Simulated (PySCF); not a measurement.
Compound: C7H12NP.
Bonds: C1–C2 (double), C2–C3, C3–P4, P4–C5, P4–C6, C6–C7, C7–C8, C8–N9 (triple). Hydrogens: H10, H11 on C1; H12 on C2; H13, H14 on C3; H15, H16, H17 on C5; H18, H19 on C6; H20, H21 on C7.

Level: PBE0/pcSseg-1 in PySCF, non-relativistic, on one gas-phase PBE0-D3(BJ)/def2-SVP geometry that isn't relaxed in the solvent. The solvent is an IEF-PCM continuum (Bondi radii, 1.10 Å for H, scaled by 1.2). The model holds no explicit solvent molecules, cavitation or dispersion.

Gas phase at PBE0/pcSseg-1: HOMO -6.97 eV, LUMO -0.12 eV, dipole 4.12 D.

Question: What does the continuum do to the energy, the frontier levels and the dipole at PBE0/pcSseg-1 in chloroform?

Answer: 
| solvent | ε | E(solvent) − E(gas) (kcal/mol) | polarisation term (kcal/mol) | distortion of the solute (kcal/mol) | HOMO (eV) | LUMO (eV) | dipole (D) |
| --- | --- | --- | --- | --- | --- | --- | --- |
| chloroform | 4.711 | -6.57 | -7.49 | 0.92 | -6.78 | 0.11 | 4.86 |

Polarisation term: ½ Σ q·V over the induced surface charges. Distortion: the rise of the solute's own energy as its density leaves the gas-phase optimum.

Question: Which radius a makes the point-dipole formula ΔE = −[(ε − 1)/(2ε + 1)]·μ²/a³ give the value in chloroform, with the gas-phase dipole?

Answer: μ = 1.620 au and |ΔE| = 0.01047 Eh give a = 2.36 Å; the farthest nucleus lies 4.47 Å from the centroid of the nuclei, so such a sphere wouldn't even hold the nuclei. The formula assumes a rigid point dipole at the centre of a sphere.

Question: Which Hirshfeld charges (PBE0/pcSseg-1) respond most in chloroform (means over atoms taken as equivalent)?

Answer: 
```
      atoms                     environment  gas (e)  solvent (e)  change
         N9                nitrile nitrogen   -0.233       -0.280  -0.047
         C8                  nitrile carbon   +0.083       +0.098  +0.015
         P4            phosphine phosphorus   +0.154       +0.142  -0.012
    H20/H21              methylene hydrogen   +0.062       +0.071  +0.009
         C1            terminal =CH2 carbon   -0.100       -0.107  -0.007
         C7    sp3 carbon next to a nitrile   -0.042       -0.037  +0.005
    H13/H14              methylene hydrogen   +0.044       +0.048  +0.004
H15/H16/H17                 methyl hydrogen   +0.044       +0.047  +0.003
    H18/H19              methylene hydrogen   +0.039       +0.042  +0.003
         C6  sp3 carbon bound to phosphorus   -0.108       -0.106  +0.002
         C2                alkene CH carbon   -0.040       -0.042  -0.002
         C5  sp3 carbon bound to phosphorus   -0.163       -0.161  +0.002
```

Shape of the structure used: `[CH2:1]=[CH:2][CH2:3][P:4]([CH3:5])[CH2:6][CH2:7][C:8]#[N:9]`: C1–C2–C3–P4 -113°, C2–C3–P4–C5 176°, C3–P4–C6–C7 -177°, P4–C6–C7–C8 180°.
